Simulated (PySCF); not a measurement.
An element was calculated at r2SCAN (PySCF 2.14, ECP, a quadruple-zeta basis, no spin-orbit coupling), in the ground configurations that NIST lists.

* electron affinity: 0.493 eV
* first ionisation energy: 6.569 eV
* second ionisation energy: 15.669 eV
* third ionisation energy: 29.935 eV

Question: Which element is it?

Answer: Technetium (Tc, Z = 43), in def2-QZVPPD with the def2 core potential (28 electrons). NIST lists 7.119, 15.26, 29.55 eV for these ionisation energies.
